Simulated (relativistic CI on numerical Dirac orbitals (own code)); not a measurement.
## One change at a time: Cr X

Base calculation: Dirac-Coulomb-Breit CI, KLI orbitals optimised for each configuration, QED by a radiative potential, unscaled Slater integrals.

Configurations in the expansion (outside the closed core [Ne]): 3s2.3p3, 3s.3p4, 3s2.3p2.3d, 3p5, 3s.3p3.3d, 3p4.3d, 3s.3p2.3d2, 3s2.3p2.4s, 3s2.3p2.4p, 3s2.3p.3d.4p, 3p4.4s, 3p4.4p, 3s2.3p2.4d, 3s.3p2.3d.4s, 3s.3p3.4s, 3s2.3p2.4f, 3s.3p3.4p, 3s2.3p2.5s, 3s.3p3.4d, 3s2.3p2.5p, 3p3.3d.4p, 3s2.3p.4s.4p, 3s2.3p2.5d, 3s.3p3.4f, 3s2.3p2.5f, 3s2.3p2.5g, 3s2.3p2.6s, 3s.3p2.4s2, 3s2.3p2.6p, 3s2.3p.3d2, 3s2.3d3, 3s.3p.3d3, 3s2.3d2.4s, 3s2.3d2.4p, 3s2.3d2.4d, 3p3.3d2, 3p2.3d3, 3p2.3d2.4s, 3p2.3d2.4p, 3p2.3d2.4d, 3s2.3p.3d.4s, 3s.3p.3d2.4s, 3s2.3d.4s2, 3s2.3d.4s.4p, 3s2.3d.4s.4d, 3s.3p2.3d.4p, 3s.3p.3d2.4p, 3s.3p.3d.4s.4p, 3s.3p.3d.4p2, 3s.3p.3d.4p.4d, 3p3.3d.4s, 3p2.3d.4s2, 3p2.3d.4s.4p, 3p2.3d.4s.4d, 3s2.3p.4s2, 3s.3p.3d.4s2, 3s2.4s2.4p, 3s2.4s2.4d, 3s2.3p.4p2, 3s2.3d.4p2, 3s2.4s.4p2, 3s2.4p3, 3s2.4p2.4d. Double excitations out of closed p, d and f shells are left out; levels of such configurations are missing from the list, as are those of other unlisted configurations, and high levels can miss mixing partners. These lack a partner that the ground configuration has and come out too high: 3s2.3p2.4f, 3s2.3p2.5s, 3s.3p3.4d, 3s2.3p2.5p, 3s2.3p2.5d.

Variants: (1) valence Slater integrals scaled by 0.9; (2) Breit term removed; (3) only the first 3 configurations. Shifts of the energy above 3s2.3p3 4S°_3/2, in cm⁻¹, for the lowest level and the first level of each name with at least 55 % of one term (blank where a level changes its place among those of its configuration and J or its character, or is not in the variant):

```csv
Level,Base,Δ(1),Δ(2),Δ(3)
3s2.3p3 4S°_3/2,0,0,0,0
3s2.3p3 2D°_3/2,39894,-3898,-76,+3240
3s2.3p3 2D°_5/2,42154,-3740,+112,+3045
3s2.3p3 2P°_1/2,67653,-5777,+47,+7210
3s2.3p3 2P°_3/2,70710,-5510,+227,+7095
3s.3p4 4P_5/2,233390,+4178,-58,-10061
3s.3p4 4P_3/2,239413,+4248,+66,-9999
3s.3p4 4P_1/2,242358,+4223,+143,-9941
3s.3p4 2D_3/2,292120,+397,+72,-5212
3s.3p4 2D_5/2,293072,+412,+183,-5276
3s.3p4 2S_1/2,354693,,+275,-6534
3s2.3p2.3d 4F_3/2,371353,+503,+278,-5932
3s2.3p2.3d 4F_5/2,373640,+523,+404,-5857
3s2.3p2.3d 4F_7/2,377000,+550,+584,-5801
```

At this charge energies of transitions that change n are usually good to better than 1 %, and those within a shell (Δn = 0) to a few per cent.

Ionisation energy from the two ground configurations alone: base 241.04 eV; valence Slater integrals scaled by 0.9 240.671 eV. The NIST ASD value (semi-empirical) is 244.5 eV.

LS names give the leading component of a level, which can be under half, so a name can repeat, a term be missing and a line seem to break the LS rules.
